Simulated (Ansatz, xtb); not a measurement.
# Relative energy of two isomers of ClGeH5N2

We compare a, `[NH2][GeH]([NH2])[Cl]`, a singlet, with b, `[NH]=[Ge@H-]([NH3+])[Cl]`, a singlet. Both are isolated molecules in the gas phase, relaxed with B3LYP-D3(BJ)/def2-SVP; the shapes shown needn't be the lowest conformers.

a (Å):

```xyz
9

Cl    0.1351   -1.7289    1.5258
Ge   -0.8647   -2.0883   -0.4115
N    -2.6822   -1.9405   -0.3208
N    -0.2726   -0.8207   -1.5844
H    -3.0234   -1.1130    0.1657
H    -3.1561   -2.7590    0.0571
H    -0.5010   -3.5225   -0.8103
H     0.5822   -0.3432   -1.3061
H    -0.9846   -0.1329   -1.8237
```

b (Å):

```yaml
atoms:
  - { symbol: Cl, position_ang: [1.1416, -2.4939, -0.4305] }
  - { symbol: Ge, position_ang: [-0.9280, -2.1079, -1.2261] }
  - { symbol: N, position_ang: [-1.3999, -0.6426, -2.0032] }
  - { symbol: N, position_ang: [-1.6187, -1.4171, 0.5948] }
  - { symbol: H, position_ang: [-1.2051, -0.5987, -3.0066] }
  - { symbol: H, position_ang: [-1.5318, -3.5359, -1.2282] }
  - { symbol: H, position_ang: [-2.4265, -1.8874, 1.0084] }
  - { symbol: H, position_ang: [-1.8761, -0.4662, 0.2968] }
  - { symbol: H, position_ang: [-0.8554, -1.3785, 1.2753] }
```

Q: Which of the two would you expect CCSD(T)/def2-SVP + ΔMP2/def2-TZVPP electronic energies to favour?

A: Structure a; the calculation gives E(b) − E(a) = +170.0 kJ/mol.

How the difference moves with the method:

```tsv
level	geometry	E(b) − E(a) (kJ/mol)	departure from the last row (kJ/mol)	job, with rough time for the two
B3LYP-D3(BJ)/def2-SVP	B3LYP-D3(BJ)/def2-SVP	+163.2	−6.8	optimisation, 1.8 min
HF/def2-SVP	B3LYP-D3(BJ)/def2-SVP	+212.1	+42.1	part of the CCSD(T) run
MP2/def2-SVP	B3LYP-D3(BJ)/def2-SVP	+170.3	+0.3	part of the CCSD(T) run
CCSD(T)/def2-SVP	B3LYP-D3(BJ)/def2-SVP	+170.5	+0.5	single point
CCSD(T)/def2-SVP + ΔMP2/def2-TZVPP	B3LYP-D3(BJ)/def2-SVP	+170.0		single point, 28 s
```

As drawn, b has 1 Ge=N in place of 1 Ge–N.

None of the levels shown reverses the order. The largest departure from CCSD(T)/def2-SVP + ΔMP2/def2-TZVPP is that of HF/def2-SVP, 42.1 kJ/mol. Levels run at GFN2-xTB geometries aren't shown. The last row adds to CCSD(T) the change of the MP2 difference between the two basis sets, here −0.5 kJ/mol.

With harmonic frequencies from B3LYP-D3(BJ)/def2-SVP (ideal gas, rigid rotor, one conformer each, 298.15 K, 1 atm): the zero-point term adds +0.6 kJ/mol; ΔH is +170.3 and ΔG +171.1 kJ/mol.

The correlated steps freeze 16 core orbitals; the filled d shell of Ge is correlated, in a basis made for valence electrons. Run with Ansatz 0.2.0; the last row on 2 threads of Arm Neoverse V1 on a shared host.
